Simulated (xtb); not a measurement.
Spectroscopic constants of AlSe, multiplicity 2 (the spin of the measured ground state). No spin–orbit coupling. Se is treated without relativity.

Constants: fifth-degree fit in 1/R to seven points, most abundant isotopes. In def2 and cc sets the state is the lowest found near the PBE0 minimum, followed along R.

The values were computed with xtb for the GFN methods.  The GFN methods have no spin term and hold the electronic entropy of 300 K.

Energies at GFN1-xTB:

```tsv
R (Å)	E (hartree)
2.009519	-4.60674011
2.063539	-4.61629223
2.113237	-4.62138272
2.169417	-4.62401910
2.225597	-4.62424636
2.290420	-4.62239007
2.366047	-4.61825917
```

Task: With a reduced mass of 20.1713 u, find the minimum, the force constant and the constants.

Result: A fifth-degree polynomial in 1/R puts the minimum at r_e = 2.2031 Å with force constant 270 N/m. Then ω_e = (1/2πc)√(k/μ) = 477 cm⁻¹ and B_e = h/(8π²cμr_e²) = 0.1722 cm⁻¹; the cubic and quartic terms give α_e = 0.0012 and ω_e x_e = 2.4 cm⁻¹.
